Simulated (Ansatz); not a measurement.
Program: Ansatz 0.2.0.

A structure relaxed at PBE0-D4/def2-TZVP, charge 0, multiplicity 1:

Cartesian coordinates in Å:
```
F 0.613 1.525 -1.151
C 0.489 0.171 -0.859
Si -0.443 -0.028 0.772
Br -0.592 -2.211 1.155
H 1.490 -0.267 -0.798
H -0.045 -0.317 -1.681
H -1.811 0.530 0.674
H 0.300 0.599 1.888
```

(1) Give its formula and SMILES.

(2) Point group (tolerance 0.08 Å, 0.16 Å for H)?

(3) Summarise the bond lengths by kind.

Results:

(1) CH4BrFSi, `FC[SiH2]Br`.

(2) Cs.

(3) 1 × C–F 1.390 Å; 1 × C–Si 1.889 Å; 2 × C–H 1.095 Å; 1 × Br–Si 2.222 Å; 2 × H–Si 1.480 Å.
